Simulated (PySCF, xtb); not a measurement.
Sn(H)(F)2(vinyl) (C₂H₄F₂Sn), SMILES C=[CH][SnH]([F])[F].

GFN2-xTB in xtb 6.7.1 at its own geometry gives an orbital gap of 4.12 eV and a dipole moment of 6.58 D.

The structure is a stationary point at PBE0-D3(BJ)/def2-SVP. The structure was generated by enumeration; whether it is a known compound was not checked. The def2 effective core potentials stand for the cores of Sn; spin–orbit coupling is left out. Other conformers were not sampled.

Problem. What does M06-2X/def2-TZVP in PySCF give? (The exact figures need the calculation; the answer reports its results.)

Solution. gap 9.66 eV (levels -10.25 and -0.59 eV), dipole 4.56 D.
